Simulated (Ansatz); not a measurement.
The same path of AlBClH5OSi (10 atoms, charge 0, multiplicity 1) was run twice with different band settings. The coordinate that changes most is the dihedral H7–Al1–O2–B3.

Level of theory: Ansatz 0.2.0, RKS PBE/def2-SVP.

Relaxed end points:

```xyz
10
Properties=species:S:1:pos:R:3
Al -0.834 -0.689 1.614
O -0.130 -1.426 0.127
B 0.445 -0.975 -0.980
Si 0.614 1.080 -1.095
Cl -0.290 1.636 0.828
H 0.100 -0.849 2.894
H -2.426 -0.688 1.617
H 0.845 -1.714 -1.869
H -0.211 1.845 -2.095
H 1.971 1.729 -1.036
```

```xyz
10
Properties=species:S:1:pos:R:3
Al -0.831 -0.689 1.615
O -0.131 -1.427 0.126
B 0.443 -0.975 -0.981
Si 0.611 1.080 -1.096
Cl -0.303 1.637 0.822
H -2.423 -0.696 1.627
H 0.111 -0.841 2.891
H 0.843 -1.714 -1.871
H -0.206 1.847 -2.101
H 1.969 1.727 -1.030
```

Common settings: movable images 5; climbing image yes; spring 5.0 eV/Å²; optimiser quadratic models (default); start path through a guess of the saddle point; force threshold 0.05 eV/Å; end points relaxed.

| run | iteration limit |
| --- | --- |
| 1 | 60 |
| 2 | 6 |

Task: What does each run give, and how far can it be trusted?

Result: Run 1: converged after 25 iterations, highest image 0.638 eV above the first end. A vibrational analysis at the climbing image gives one clearly imaginary mode, 195i cm⁻¹: a first-order saddle point.
Run 2: not converged after 6 iterations, highest image 5.446 eV above the first end. The band didn't meet its force threshold, so its energies are provisional: the largest band force was still 3.35 eV/Å, and over the last iterations the top moved between 5.45 and 6.77 eV. Neighbouring images lie up to 2.0 Å apart, so the band is torn or far too coarse.
